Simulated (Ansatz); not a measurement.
# A substitution series on Ta: CH3 to OH

Gas-phase molecules. On one Ta centre that keeps O, n of the CH3 ligands are replaced by OH. The HOMO–LUMO gap y in eV at wB97M-V/def2-TZVPP. Shapes: PBE0-D4/def2-TZVP. Flexible molecules stand in one conformer, not always the lowest. Programs: Ansatz 0.2.0.

| molecule | n | y (eV) |
| --- | --- | --- |
| Ta(CH3)3O | 0 | 11.25 |
| Ta(CH3)2(OH)O | 1 | 11.09 |
| Ta(CH3)(OH)2O | 2 | ? |
| Ta(OH)3O | 3 | 11.60 |

Question: Fit y = c + s·n to the known rows and predict Ta(CH3)(OH)2O.

Answer: 
1. Means of the 3 rows: n = 1.33333, y = 11.313.
2. Σ(Δn)² = 4.6667, Σ(Δn·Δy) = 0.63667, so the slope is 0.63667/4.6667 = 0.13643.
3. Intercept: 11.313 − (0.13643) × 1.33333 = 11.131. The largest residual of the fit is 0.18.
4. Ta(CH3)(OH)2O: 11.131 + (0.13643) × 2 = 11.40 eV.

The run gave 11.67 eV, so the prediction is off by -0.27 eV, more than the largest residual. The steps per swap are uneven (-0.16, +0.58, -0.07), so a line is a poor model. Other levels give for Ta(CH3)(OH)2O: PBE-D4/def2-TZVPP 5.36; r2SCAN0-D4/def2-TZVPP 8.00 eV. Orbital gaps aren't excitation energies, and the LUMO depends on the basis. For atoms past krypton def2 sets carry core potentials with scalar relativity. The series isn't monotonic at this level.
